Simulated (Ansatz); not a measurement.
`BB(C)OC`, relaxed with RKS PBE0-D4/def2-TZVP in Ansatz 0.2.0 from a PBE-D4/def2-SVP geometry. The force threshold is 0.005 eV/Å; the program also tests the step.

Charge 0, multiplicity 1.

Start:

```xyz
13

B    -0.009   -1.612    0.277
B    -0.228   -0.048   -0.334
C    -0.984    0.114   -1.722
O     0.205    1.109    0.253
C     0.940    1.103    1.463
H     0.901   -2.343   -0.085
H    -0.820   -2.138    1.026
H    -0.231    0.023   -2.537
H    -1.452    1.116   -1.811
H    -1.751   -0.662   -1.918
H     1.966    1.489    1.284
H     0.444    1.767    2.202
H     1.019    0.082    1.902
```

Problem. How much energy does the relaxation release, and in how many steps? (Best estimate.)

Solution. The calculation gave: 1.09 kcal/mol, in 17 steps, 2 of them rejected.

Problem. Which bonds change most? (Best estimate.)

Solution. The calculation gave: B1–H7 from 1.222 to 1.201 Å; B1–H6 from 1.222 to 1.201 Å; C5–H11 from 1.111 to 1.093 Å; C5–H12 from 1.110 to 1.092 Å.

Problem. Give the relaxed structure. (Best estimate.)

Solution. Computed: 
```xyz
13

B     0.024   -1.590    0.272
B    -0.226   -0.043   -0.346
C    -0.982    0.124   -1.719
O     0.195    1.100    0.253
C     0.918    1.078    1.462
H     0.951   -2.277   -0.060
H    -0.763   -2.118    1.011
H    -0.289   -0.104   -2.538
H    -1.339    1.148   -1.862
H    -1.825   -0.564   -1.835
H     1.925    1.465    1.293
H     0.415    1.716    2.192
H     0.994    0.065    1.876
```
